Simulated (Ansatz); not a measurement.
Molecule: Al$_{2}$, net charge 0, triplet state. SMILES: [Al][Al]
Geometry: optimised at B3LYP-D3(BJ)/def2-TZVP (Ansatz, a program for electronic structure).

Atomisation energy built up term by term with Ansatz (kcal/mol; UHF references for open shells; valence terms freeze the core; atomic spin-orbit terms are left out). CBS(X,Y): correlation extrapolated as X^-3; Hartree-Fock from the larger set (for Q and 5 zeta extrapolated as (X+1)exp(-9√X)).

```
term                                            basis  kcal/mol
-----------------------  ----------------------------  --------
Hartree-Fock             CBS(cc-pV(Q+d)Z,cc-pV(5+d)Z)     18.61
CCSD correlation         CBS(cc-pV(Q+d)Z,cc-pV(5+d)Z)     11.64
(T)                      CBS(cc-pV(Q+d)Z,cc-pV(5+d)Z)      2.94
CCSDT - CCSD(T)                           cc-pV(D+d)Z      0.56
(Q)                                       cc-pV(D+d)Z      0.17
core correlation                            cc-pwCVTZ     -0.07
scalar relativity (X2C)    cc-pVTZ-DK against cc-pVTZ     -0.11
sum: De                                                    33.7
```

(T) makes 8.9 % of the CCSD(T) atomisation energy.
